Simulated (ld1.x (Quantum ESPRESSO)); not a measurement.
Values are calculated unless marked as measured or tabulated.
# Pseudopotentials across the periodic table

Generated with ld1.x 7.5 (TM, RRKJ, ultrasoft, PAW), atompaw 4.2 or ONCVPSP 4.0.1. The cutoff is in Ry: for ld1.x and atompaw files where the sum of valence levels is converged to 10 mRy in a Bessel basis, for ONCV files where the hardest occupied wave has 1 mHa per electron of residual kinetic energy. The error is the largest all-electron minus pseudo excitation energy over each file’s own four to seven test configurations (ionisations up to +4, promotions, holes and added fractions of an electron), all of which were solved. The labels leave out finer settings (local radius, basis sizes, second energies), which also bear on the numbers. Spin-polarised tests are not counted. The rows are a selection from randomly drawn settings: files with unsolved tests, undetermined cutoffs or missed reference levels are left out.

| element | potential | cutoff (Ry) | largest error (meV) | bound ghosts |
| --- | --- | --- | --- | --- |
| F | PAW, LDA (PZ), scalar-relativistic, rc 0.70/1.55/1.65 (spd), local smoothed, core correction yes, reference 2s2 2p5 | 60 | +668 | none |
| Hf | TM semilocal, LDA (PZ), scalar-relativistic, rc 2.45/4.20/2.50 (spd), local d, core correction yes, reference 5d3 6s1 6p0 | 21 | -198 | none |

Fill in the row for Si: ultrasoft, PBEsol, scalar-relativistic, rc 1.85/2.35/2.20 (spd), local smoothed, core correction yes, reference 3s2 3p1.

cutoff 8 Ry, largest error +18 meV, bound ghosts: none.

Fill in the row for Ga: TM, LDA (PZ), scalar-relativistic, rc 1.65/2.35 (sp), local s, core correction yes, reference 4s2 4p1.

cutoff 15 Ry, largest error -180 meV, bound ghosts: none.

Fill in the row for Tl: TM semilocal, BLYP, non-relativistic, rc 2.15/2.35/2.30 (spd), local d, core correction yes, reference 6s2 6p0.5.

cutoff 15 Ry, largest error -136 meV, bound ghosts: none.
